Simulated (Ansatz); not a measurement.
(Cl2Ga-mu-SH)3 (Ga₃H₃S₃Cl₆). Total charge 0; triplet. Geometry PBE-D4/def2-SVP, that of the neutral singlet; atoms count from 1.

```xyz
15

Ga    0.0967   -2.1349   -0.3472
Cl   -0.3493   -4.1713    0.2453
Cl    1.1791   -1.8139   -2.1792
S    -1.9777   -0.9602   -0.2161
Ga   -1.6406    1.2877   -0.9606
Cl   -3.6099    2.1759   -0.7805
Cl   -0.5709    1.3984   -2.8242
S    -0.3099    2.3085    0.7278
Ga    1.7337    1.1209    1.0051
Cl    2.6085    1.8688    2.8422
Cl    2.8354    1.2303   -0.8399
S     1.0887   -1.1124    1.5687
H    -2.4483   -1.3935   -1.4216
H    -0.9701    1.8251    1.8197
H     2.3345   -1.6293    1.3606
```

Single mean-field runs in def2-TZVP are fitted with def2-universal-jkfit. At PBE0-D4/def2-TZVP a singlet of charge 0 lies 5.62 eV below the triplet at the same geometry.

Estimate the Mulliken populations from the PBE0/def2-TZVP orbitals of Ansatz.


| atom | charge (e) | spin (α − β) |
| --- | --- | --- |
| Ga1 | 0.29 | 0.45 |
| Cl2 | -0.20 | 0.30 |
| Cl3 | -0.12 | 0.37 |
| S4 | -0.22 | 0.35 |
| Ga5 | 0.53 | 0.04 |
| Cl6 | -0.26 | 0.05 |
| Cl7 | -0.25 | 0.01 |
| S8 | -0.24 | 0.00 |
| Ga9 | 0.53 | 0.04 |
| Cl10 | -0.26 | 0.05 |
| Cl11 | -0.25 | 0.01 |
| S12 | -0.22 | 0.35 |
| H13 | 0.23 | -0.01 |
| H14 | 0.21 | 0.00 |
| H15 | 0.23 | -0.01 |
Mulliken values depend strongly on the basis.

Where does the spin sit?

Summed by element: Ga 0.53, Cl 0.78, S 0.71, H -0.02, of 2 unpaired in all. Largest on single atoms: Ga1 0.45, Cl3 0.37, S12 0.35.

And the Mayer bond orders between heavy atoms (over 0.3)?

Ga1–Cl2 0.88 (2.17 Å); Ga1–Cl3 0.88 (2.15 Å); Ga1–S4 0.53 (2.39 Å); Ga1–S12 0.53 (2.39 Å); S4–Ga5 0.67 (2.39 Å); Ga5–Cl6 1.04 (2.17 Å); Ga5–Cl7 1.10 (2.15 Å); Ga5–S8 0.68 (2.38 Å); S8–Ga9 0.68 (2.38 Å); Ga9–Cl10 1.04 (2.17 Å); Ga9–Cl11 1.10 (2.15 Å); Ga9–S12 0.67 (2.39 Å).
